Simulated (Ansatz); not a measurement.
Consider the ligand exchange at the Si–C bond: `BC(F)([SiH3])[SiH3]` + `[NH2][Al]([NH2])[F]` → `[NH2][Al]([F])[NH][SiH3]` + `BC(F)[SiH3]`.

Program: Ansatz. Geometries: PBE0-D4/def2-TZVP. ΔE: electronic, gas phase. CBS: MP2 limit from def2 TZ/QZ plus the TZ coupled-cluster correction, frozen cores. This one scheme is used for every species. Functionals use def2-TZVPP. B3LYP here is the variant with VWN-RPA as its local correlation; programs differ in this. One conformer a species, not always the lowest.

`BC(F)([SiH3])[SiH3]`:

Cartesian coordinates in Å:
```
B 0.975 0.602 -1.250
C 0.553 0.157 0.139
F 1.541 0.276 1.140
Si -0.955 1.188 0.700
Si 0.017 -1.677 0.083
H 0.168 0.519 -2.131
H 2.071 1.023 -1.462
H -1.311 0.772 2.079
H -2.087 0.931 -0.222
H -0.613 2.633 0.693
H 1.139 -2.517 -0.406
H -1.150 -1.812 -0.823
H -0.350 -2.094 1.459
```

`[NH2][Al]([NH2])[F]`:

Cartesian coordinates in Å:
```
N -0.079 1.224 0.990
Al 0.324 -0.335 0.284
N -0.256 -0.877 -1.285
F 1.303 -1.349 1.144
H 0.253 1.536 1.888
H -0.662 1.926 0.568
H -0.855 -0.355 -1.901
H -0.027 -1.769 -1.690
```

`[NH2][Al]([F])[NH][SiH3]`:

Z-matrix (Å, degrees):
```
Si
N 1 1.721
H 1 1.490 2 112.7
H 1 1.490 2 112.7 3 -121.4
H 1 1.488 2 107.1 3 119.3
Al 2 1.774 1 128.9 3 -118.8
H 2 1.012 1 115.2 3 61.0
F 6 1.650 2 117.8 1 179.7
N 6 1.754 2 123.1 1 -0.3
H 9 1.006 6 124.4 2 179.9
H 9 1.006 6 124.8 2 -0.1
```

`BC(F)[SiH3]`:

Z-matrix (Å, degrees):
```
C
F 1 1.391
Si 1 1.941 2 108.7
B 1 1.519 2 117.4 3 112.3
H 1 1.096 2 109.0 3 -112.3
H 3 1.486 1 111.3 2 86.0
H 3 1.482 1 106.4 2 -33.3
H 3 1.483 1 108.8 2 -153.2
H 4 1.198 1 117.2 2 175.3
H 4 1.193 1 121.6 2 -11.3
```

Question: Is it downhill or uphill in electronic energy at CCSD(T)/CBS, and by how much? (An estimate is asked.)

Answer: Ansatz gave: Downhill: ΔE = -11.6 kcal/mol.

Question: What do these levels give: r2SCAN-D4, PBE0-D4, ωB97X-V, B2PLYP, PBE, B3LYP, MP2/def2-TZVPP, SCS-MP2/def2-TZVPP, CCSD(T)/def2-TZVPP, HF/def2-QZVPP, MP2/def2-QZVPP, MP2/CBS(def2)? (Best estimate.)

Answer: The calculation gave: r2SCAN-D4 -11.6, PBE0-D4 -11.0, ωB97X-V -11.7, B2PLYP -12.8, PBE -10.8, B3LYP -13.0, MP2/def2-TZVPP -12.2, SCS-MP2/def2-TZVPP -12.9, CCSD(T)/def2-TZVPP -12.1, HF/def2-QZVPP -16.0, MP2/def2-QZVPP -12.0, MP2/CBS(def2) -11.7 kcal/mol.

Largest T1 diagnostic among the species: 0.014.

From PBE to PBE0 (25 % exact exchange), in def2-TZVPP and without D4, ΔE moves by −0.9 kcal/mol. In def2-TZVPP, CCSD(T) changes the Hartree–Fock value by +3.8 kcal/mol (the triples alone add +0.6 kcal/mol) and MP2 by +3.7 kcal/mol.
